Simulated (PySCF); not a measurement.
C4H8O3Si: full NMR table

```
Formula                               : C4H8O3Si
SMILES                                : C[Si@H]1OCCC(=O)O1
InChI                                 : InChI=1S/C4H8O3Si/c1-8-6-3-2-4(5)7-8/h8H,2-3H2,1H3/t8-/m0/s1
Point group of the computed structure : C1
Degrees of unsaturation               : 2
Carbon signals                        : 4
Proton signals                        : 6
```

Structure with atom numbers: `[CH3:1][Si@H:2]1[O:3][CH2:4][CH2:5][C:6](=[O:7])[O:8]1`. Each H is labelled by its parent atom. Ha(C4), Ha(C5) are cis to C1 on the ring; Hb(C4), Hb(C5) are trans to C1 on the ring.

PySCF 2.14.0 with density-fitted response routines calculation with geometry from GFN2-xTB and NMR shieldings at PBE0/pcSseg-1/GIAO; averaged over atoms made equivalent by symmetry, fast rotation or ring inversion, non-relativistic, no solvent, a single conformation.

References, each an isolated molecule treated in the same way: TMS for 1H and 13C and 29Si; H2O for 17O.

```tsv
carbon	δC, type	δH (multiplicity)	HMBC from (2–3 bonds)	span of the C tensor (ppm)
C1	1.2, CH3	0.32 (d)	H(Si2)	17
C4	65.2, CH2	Hb(C4) 4.40 (m); Ha(C4) 4.42 (m)	H(Si2), Ha(C5), Hb(C5)	75
C5	42.5, CH2	Ha(C5) 2.71 (m); Hb(C5) 2.40 (m)	Ha(C4), Hb(C4)	32
C6	169.7, C	–	H(Si2), Ha(C4), Hb(C4), Ha(C5), Hb(C5)	173
```

Other nuclei:
```
 atoms  nucleus                                                   environment  δ (ppm)  σ (ppm)
H(Si2)       1H  hydrogen on a silicon bonded to C, 2 O, in a 6-membered ring     5.23    26.49
   Si2     29Si             silicon bonded to C, 2 O, H, in a 6-membered ring     -7.9    357.0
    O7      17O                                               carbonyl oxygen    488.6   -152.5
    O8      17O                  oxygen bonded to C, Si, in a 6-membered ring    221.0    115.1
    O3      17O                  oxygen bonded to C, Si, in a 6-membered ring     45.4    290.7
```

Carbon types of the structure: 1 × C, 2 × CH2, 1 × CH3, leaving 1 H on heteroatoms. δC 169.7: carbonyl carbon. δC 65.2: sp3 CH2 bonded to O; pulled downfield by the heteroatom. δC 1.2: methyl carbon bonded to Si; an electropositive neighbour leaves it electron-rich and shielded. δH 4.42, 4.40: hydrogen on an sp3 CH2 bonded to O; its carbon carries O, hence the downfield position. δH 2.71, 2.40: hydrogen on an sp3 CH2 α to a carbonyl; α to C=O.

Shifts are as computed. Against solution values, carbons near 30 ppm lie about +3 ppm off and those near 130 ppm about +5 ppm. Of 1309 compounds with measured shifts, 239 miss one by over three times the rms of a fit or turn the order of signals round; such compounds aren't used in these exercises. Unscaled 17O shifts of doubly bonded oxygen tend to come out too high, by tens of ppm or more. Experimental scales use liquid or dissolved standards, which lie at an offset from isolated H2O (liquid H2O: subtract about 36 ppm). Multiplicities follow the n + 1 count of equivalent neighbours, as no J values were calculated; m marks all less simple cases, F and P coupling included.
